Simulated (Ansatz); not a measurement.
Cost and result for the atomization energy of CH₄ClInSe, SMILES `C[Se][InH][Cl]` (8 atoms, 7 bonds).

Charge 0, multiplicity 1. Correlated methods include outer-core shells of In, Se, which these sets cover unevenly. Scalar relativity is left out up to krypton. In: def2 effective core potential. Geometry: relaxed with PBE0-D4/def2-TZVP. It is one conformer, not always the lowest. Program: Ansatz. All runs use 4 threads of a server CPU on a shared host. Times are those of one run each, without the atoms' runs, and a repeat can differ threefold. Electronic energies, without spin–orbit coupling; frozen cores. CCSD(T)/CBS adds CCSD(T) − MP2 in def2-TZVPP to the MP2 limit, and its time is that of the two runs behind it. T1 = 0.012. With those shells the extrapolation isn't a true limit.

CCSD(T)/CBS is a level of theory with its own doubt, some kJ/mol a heavy atom from the limit and from the frozen cores, so smaller differences don't rank the functionals.

```json
{"level": "BLYP-D4/def2-TZVPP", "functions": "227", "atomization (kcal/mol)": "560.4", "difference from CCSD(T)/CBS": "-14.3", "per bond": "-2.1"}
{"level": "CCSD(T)/CBS(def2)", "functions": "–", "atomization (kcal/mol)": "574.7", "difference from CCSD(T)/CBS": "0.0", "per bond": "0.0"}
{"level": "revPBE-D4/def2-TZVPP", "functions": "227", "atomization (kcal/mol)": "561.5", "difference from CCSD(T)/CBS": "-13.2", "per bond": "-1.9"}
{"level": "PBE0-D4/def2-TZVPP", "functions": "227", "atomization (kcal/mol)": "570.6", "difference from CCSD(T)/CBS": "-4.1", "per bond": "-0.6"}
{"level": "B2PLYP/def2-TZVPP", "functions": "227", "atomization (kcal/mol)": "559.1", "difference from CCSD(T)/CBS": "-15.6", "per bond": "-2.2"}
{"level": "MP2/def2-QZVPP", "functions": "418", "atomization (kcal/mol)": "572.4", "difference from CCSD(T)/CBS": "-2.3", "per bond": "-0.3"}
{"level": "r2SCANh-D4/def2-TZVPP", "functions": "227", "atomization (kcal/mol)": "571.0", "difference from CCSD(T)/CBS": "-3.7", "per bond": "-0.5"}
{"level": "CAM-B3LYP-D4/def2-TZVPP", "functions": "227", "atomization (kcal/mol)": "566.6", "difference from CCSD(T)/CBS": "-8.1", "per bond": "-1.2"}
{"level": "PBE-D4/def2-TZVPP (with forces)", "functions": "227", "atomization (kcal/mol)": "576.6", "difference from CCSD(T)/CBS": "1.9", "per bond": "0.3"}
{"level": "B97M-V/def2-TZVPP", "functions": "227", "atomization (kcal/mol)": "574.5", "difference from CCSD(T)/CBS": "-0.2", "per bond": "0.0"}
{"level": "CCSD(T)/def2-TZVPP", "functions": "227", "atomization (kcal/mol)": "557.7", "difference from CCSD(T)/CBS": "-17.0", "per bond": "-2.4"}
{"level": "CCSD(T)/def2-SVP", "functions": "110", "atomization (kcal/mol)": "533.0", "difference from CCSD(T)/CBS": "-41.7", "per bond": "-6.0"}
{"level": "ωB97M-V/def2-TZVPP (with forces)", "functions": "227", "atomization (kcal/mol)": "570.5", "difference from CCSD(T)/CBS": "-4.2", "per bond": "-0.6"}
```

Problem. Order the runs by time, with rough figures. (Best estimate.)

Solution. Computed: revPBE-D4/def2-TZVPP 2.4 s; PBE-D4/def2-TZVPP (with forces) 2.7 s; BLYP-D4/def2-TZVPP 2.7 s; PBE0-D4/def2-TZVPP 4.2 s; CAM-B3LYP-D4/def2-TZVPP 4.9 s; r2SCANh-D4/def2-TZVPP 7.5 s; B2PLYP/def2-TZVPP 7.5 s; CCSD(T)/def2-SVP 9.5 s; B97M-V/def2-TZVPP 12 s; ωB97M-V/def2-TZVPP (with forces) 15 s; MP2/def2-QZVPP 21 s; CCSD(T)/def2-TZVPP 3.6 min; CCSD(T)/CBS(def2) 3.9 min.

From PBE to PBE0 (25 % exact exchange), in def2-TZVPP and without D4, the atomization energy moves by −5.4 kcal/mol: exact exchange takes away binding that semilocal exchange gives to molecules. At CCSD(T), def2-SVP lies −41.7 kcal/mol from the extrapolated value and def2-TZVPP −17.0 kcal/mol: correlation converges slowly with the basis, and small sets miss more of it in the bonded molecule than in its fragments. In def2-TZVPP, CCSD(T) changes the Hartree–Fock value by +142.6 kcal/mol (the triples alone add +9.8 kcal/mol) and MP2 by +147.4 kcal/mol; breaking electron pairs costs correlation energy, which Hartree–Fock lacks.

Spin–orbit coupling would lower the free In atoms strongly, and the atomization energy with them, by more than many differences here. For some Ge, Se and Sn compounds the MP2-based and the directly extrapolated limit differ by 10 to 25 kJ/mol.
